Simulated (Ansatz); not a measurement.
Basis-set series for CH13GaSi2Sn2 (`[SiH3][SiH2][CH2][SnH2][SnH2][GaH2]`). Total charge 0; spin multiplicity 1. Sn: def2 effective core potential. Geometry: relaxed with PBE0-D4/def2-TZVP. It is one conformer, not always the lowest.

```csv
functional,basis,functions,energy (Eh),HOMO (eV),LUMO (eV)
PBE0-D4,def2-SVP,199,-2977.34966,-6.94,-1.37
PBE0-D4,def2-TZVPP,445,-2977.86324,-6.96,-1.44
ωB97M-V,def2-SVP,199,-2977.56116,-8.79,0.39
ωB97M-V,def2-TZVPP,445,-2978.08305,-8.85,0.24
```

(1) Give the rows for def2-QZVPP. (Estimate.)

Answers

(1) Computed: 
```tsv
functional	basis	functions	energy (Eh)	HOMO (eV)	LUMO (eV)
PBE0-D4	def2-QZVPP	840	-2977.93252	-6.96	-1.46
ωB97M-V	def2-QZVPP	840	-2978.15035	-8.84	0.13
```

Positive LUMOs are unbound and depend on the basis. Scalar relativity is left out up to krypton.
